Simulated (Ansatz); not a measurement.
`C[S][Ge][Cl]` + `O[SiH3]` → `[SiH3][O][Ge][Cl]` + CH₃SH at 400 K and 1 bar (ligand exchange at a Ge–S bond).

Gas-phase electronic energies from Ansatz, PBE0-D4/def2-TZVP geometries. CBS: MP2 limit from def2 TZ/QZ plus the TZ coupled-cluster correction, frozen cores. This one scheme is used for every species. For Ge outer-core shells are correlated without core-valence functions, which leaves a few kJ/mol of doubt a bond. Scalar relativity is left out up to krypton. Each species was taken in one conformer, which may not be the lowest.

| species | CCSD(T)/CBS energy (Eh) | H − E (kJ/mol) | S (J/(mol·K)) |
| --- | --- | --- | --- |
| `C[S][Ge][Cl]` | -2973.58695 | 134.1 | 380.8 |
| `O[SiH3]` | -366.69042 | 120.0 | 276.4 |
| `[SiH3][O][Ge][Cl]` | -2902.05095 | 109.7 | 380.8 |
| CH₃SH | -438.22835 | 138.7 | 269.4 |

H − E and S are ideal-gas, rigid-rotor, harmonic terms from PBE0-D4/def2-TZVP, for one conformer and one mirror image of each species. 1 Eh = 2625.50 kJ/mol, R = 8.31446 J/(mol·K).

**Question.** By hand: ΔE, ΔH, ΔS and ΔG.

**Answer.** ΔE = (-2902.05095) + (-438.22835) − (-2973.58695) − (-366.69042) = -0.00193 Eh = -5.1 kJ/mol. Δ(H − E) = 109.7 + 138.7 − 134.1 − 120.0 = -5.7, so ΔH = -10.8 kJ/mol. ΔS = 380.8 + 269.4 − 380.8 − 276.4 = -7.0 J/(mol·K). ΔG = -10.8 − 400 × (-7.0)/1000 = -8.0 kJ/mol.

**Question.** By hand: the equilibrium constant, and the temperature at which ΔG would vanish if ΔH and ΔS stayed fixed.

**Answer.** log₁₀ K = −ΔG/(RT ln 10) = 1.0. ΔG = 0 at ΔH/ΔS = 1543 K, though so small a ΔS makes that figure unsure.

The number of gas molecules stays the same, so ΔS is small and ΔH decides. A doubt of 5 kJ/mol in ΔE shifts log₁₀ K by 0.7 here. Other conformers and mirror images would add mixing entropy, several J/(mol·K) or more a flexible species. Modes under 60 cm⁻¹, often nearly free rotors, make the harmonic entropy too high. These are equilibria of isolated gas molecules and say nothing of rates. Largest T1 diagnostic: 0.014 (customary marks: 0.02 for closed shells, 0.045 for open ones).
